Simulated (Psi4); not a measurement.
Conformational energy of SMILES [se]1cccc1-c1[se]ccc1, singlet. Scanned: dihedral Se3–C4–C5–Se9; all other coordinates were relaxed at GFN2-xTB. Points at φ and −φ are mirror images.

Geometry of the scan point at 0° (Å):
```
16

C      2.9060     0.7188     0.5489
C      3.2326    -0.5883     0.3684
Se     1.7415    -1.6464     0.0666
C      0.7179    -0.0769     0.2273
C     -0.7104    -0.0795     0.1003
C     -1.5549     0.9982     0.1981
C     -2.9239     0.7079     0.0301
C     -3.2086    -0.6003    -0.2047
Se    -1.6838    -1.6528    -0.2382
C      1.5278     1.0039     0.4724
H      3.6418     1.4828     0.7366
H      4.2202    -1.0125     0.3879
H     -1.1999     1.9962     0.3895
H     -3.6842     1.4691     0.0847
H     -4.1826    -1.0282    -0.3597
H      1.1410     2.0006     0.5978
```

Computed with PBE-D3(BJ)/def2-SVP // GFN2-xTB (Psi4).

Scanned values (°): -150, -120, -90, -60, -30, 0, 30, 60, 90, 120, 150, 180.

Task: Locate the minima and the barriers on this grid.

Result: Lower than their neighbours: -30° (2.9 kJ/mol), 30° (2.9 kJ/mol), 180° (0.0 kJ/mol). Higher than their neighbours: -90° (13.6 kJ/mol), 0° (4.5 kJ/mol), 90° (13.6 kJ/mol). The whole profile spans 13.6 kJ/mol.
